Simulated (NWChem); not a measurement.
Molecule: silene (CH$_{4}$Si); SMILES C=[SiH2]

Program: NWChem. Pople sets run with spherical d functions. Level B3LYP/6-31G*: optimisations from one semi-empirical or force-field start; each run changes one setting, and all end within 0.3 mHa of each other.

```csv
setting,optimisation steps
"redundant internal coordinates, default thresholds",4
loose thresholds,2
tight thresholds,6
trust radius 0.05,4
symmetry off,4
```
